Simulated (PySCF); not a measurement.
Mg(iPr)(OSiH3), SMILES C[CH](C)[Mg][O][SiH3] (C₃H₁₀MgOSi), singlet at its GFN2-xTB optimised geometry (Å):

```
16

Mg    -1.5942    -1.9589    -2.7576
C     -3.1448    -1.0321    -3.8361
C     -2.6183     0.3051    -4.3161
C     -4.3032    -0.8522    -2.8762
H     -3.4562    -1.6403    -4.6898
H     -3.4191     0.8804    -4.7909
H     -2.2388     0.8862    -3.4723
H     -1.8140     0.1779    -5.0444
H     -4.7166    -1.8151    -2.5674
H     -5.1031    -0.2742    -3.3492
H     -3.9744    -0.3105    -1.9862
O     -1.0125    -1.0873    -1.3072
Si    -0.4860    -0.3442     0.0000
H      0.9894    -0.3442     0.0000
H     -0.9894    -1.0464     1.1965
H     -0.9827     1.0464     0.0000
```

Computed with PBE0/def2-TZVP run with PySCF. Cells within 0.4 Å of a nucleus heavier than hydrogen are left out (blank, or x).

Map of the Laplacian of the electron density (e/bohr⁵), clipped to [-1.50, 1.50] on the plane z = 0.0 Å:

```
|55555555555555555555555555555|
|55555555555555555555555555555|
|55555555555555555555555555555|
|55555555555555555555555555555|
|55555555555555555555555555555|
|55555555555555555555555555555|
|55555555555555555555555555555|
|55555555555555555555555555555|
|55555555555555555555555555555|
|55555555541455555555555555555|
|55555555530145555555555555555|
|55555555542345555555555555555|
|55555555543344555555555555555|
|55555555545899545555555555555|
|555555555599x9944445555555555|
|55555555559xxx953103555555555|
|55555555559xxx953204555555555|
|55555555558999944445555555555|
|55555555555787555555555555555|
|55555555555555555555555555555|
|55555555555555555555555555555|
|55555555555555555555555555555|
|55555555555555555555555555555|
|55555555555555555555555555555|
|55555555555555555555555555555|
|55555555555555555555555555555|
|55555555555555555555555555555|
|55555555555555555555555555555|
|55555555555555555555555555555|
```
Scale: ten equal steps from -1.50 (start of '0') to 1.50 (end of '9'), in the order '0123456789'; x runs from -3.50 to 3.50, y from -3.50 (bottom) to 3.50 (top).
